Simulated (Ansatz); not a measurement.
`C[Te][AlH][SiH3]` + `O[SiH2]F` → `C[Te][SiH](O)F` + `[AlH2][SiH3]`  (formal exchange of groups at a Te–Al bond)

Isolated molecules relaxed with PBE0-D4/def2-TZVP in Ansatz; ΔE leaves out vibrations. CCSD(T)/CBS adds triple-zeta CCSD(T) − MP2 to the extrapolated MP2 energy (def2 sets, frozen cores). This one scheme is used for every species. DFT in def2-TZVPP. Elements past krypton have def2 core potentials. For Te outer-core shells are correlated without core-valence functions, which leaves a few kJ/mol of doubt a bond. One conformer a species, not always the lowest.

`C[Te][AlH][SiH3]`:

Cartesian coordinates in Å:
```
C 2.004 -0.930 0.337
Te 0.410 -2.376 0.433
Al -1.536 -0.852 -0.001
Si -1.221 1.553 -0.365
H 2.620 -1.159 -0.529
H 1.589 0.071 0.252
H 2.587 -1.017 1.251
H -2.956 -1.559 -0.023
H 0.186 1.999 -0.154
H -1.600 1.924 -1.759
H -2.083 2.347 0.557
```

`O[SiH2]F`:

Cartesian coordinates in Å:
```
O 0.904 -0.045 -0.894
Si -0.121 0.082 0.366
F -0.745 -1.339 0.740
H 0.549 -0.207 -1.769
H 0.683 0.548 1.510
H -1.271 0.962 0.048
```

`C[Te][SiH](O)F`:

Z-matrix (Å, degrees):
```
C
Te 1 2.154
H 1 1.088 2 106.5
H 1 1.087 2 109.7 3 -119.1
H 1 1.086 2 109.2 3 119.2
Si 2 2.473 1 93.7 3 171.7
F 6 1.592 2 111.6 1 59.0
O 6 1.636 2 112.1 1 -56.8
H 6 1.480 2 108.7 1 177.7
H 8 0.959 6 116.7 2 -40.3
```

`[AlH2][SiH3]`:

Z-matrix (Å, degrees):
```
Si
Al 1 2.457
H 1 1.490 2 113.4
H 1 1.492 2 110.7 3 -121.0
H 1 1.492 2 110.6 3 120.9
H 2 1.589 1 121.5 3 0.3
H 2 1.589 1 119.5 3 -179.7
```

```
         level  ΔE (kcal/mol)
        PBE-D4           17.4
MP2/def2-QZVPP           19.4
```

What does CCSD(T)/CBS give? (Estimate.)

Computed: +18.9 kcal/mol. The listed levels differ from it by -1.5, 0.5 kcal/mol.

Largest T1 diagnostic among the species: 0.012.
